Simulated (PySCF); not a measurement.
Electron correlation in O³⁺ (oxygen, charge +3)

[He] 2s2 2p1, 2P determinant. Computed with PySCF 2.14 in aug-cc-pwCVDZ, with the non-relativistic Hamiltonian (point nucleus). Frozen: 1s2; 3 electrons correlated.

```tsv
level	correlation energy (mhartree)
CCSD	-85.14
(T)	-0.54
CCSD(T)	-85.68
CCSDT	-85.80
FCI	-85.80
```

Diagnostics: T1 = 0.0054, D1 = 0.0104, largest double amplitude 0.137, weight of the Hartree-Fock determinant in FCI 0.9549 (8450 determinants).

Cost of the coupled-cluster step: of the order of 0.23 core-seconds, for 3 correlated electrons.

Iterations:

```
CC2 = 0
CCSD nocc = (np.int64(2), np.int64(1)), nmo = (26, 26)
frozen orbitals [[0], [0]]
max_cycle = 100
direct = 0
conv_tol = 1e-08
conv_tol_normt = 1e-06
diis_space = 8
diis_start_cycle = 0
Init t2, MP2 energy = -0.0541571801971388
Init E_corr(UCCSD) = -0.0541571801971525
cycle = 1  E_corr(UCCSD) = -0.0716598860894584  dE = -0.0175027059  norm(t1,t2) = 0.0508198
cycle = 2  E_corr(UCCSD) = -0.0788360341952341  dE = -0.00717614811  norm(t1,t2) = 0.0244301
cycle = 3  E_corr(UCCSD) = -0.0852281131049628  dE = -0.00639207891  norm(t1,t2) = 0.012099
cycle = 4  E_corr(UCCSD) = -0.0851158892084722  dE = 0.000112223896  norm(t1,t2) = 0.000623345
cycle = 5  E_corr(UCCSD) = -0.0851483440342525  dE = -3.24548258e-05  norm(t1,t2) = 7.48704e-05
cycle = 6  E_corr(UCCSD) = -0.0851369336770672  dE = 1.14103572e-05  norm(t1,t2) = 1.70038e-05
cycle = 7  E_corr(UCCSD) = -0.0851399961149384  dE = -3.06243787e-06  norm(t1,t2) = 5.78797e-06
cycle = 8  E_corr(UCCSD) = -0.0851400465215915  dE = -5.04066531e-08  norm(t1,t2) = 1.73816e-07
cycle = 9  E_corr(UCCSD) = -0.0851400285315461  dE = 1.79900454e-08  norm(t1,t2) = 7.09576e-08
cycle = 10  E_corr(UCCSD) = -0.0851400090410484  dE = 1.94904976e-08  norm(t1,t2) = 3.58987e-08
cycle = 11  E_corr(UCCSD) = -0.085140010206077  dE = -1.16502856e-09  norm(t1,t2) = 1.09996e-08
UCCSD converged
E(UCCSD) = -71.16653099510751  E_corr = -0.08514001020607699
UCCSD(T) correction = -0.000537898783952135
```
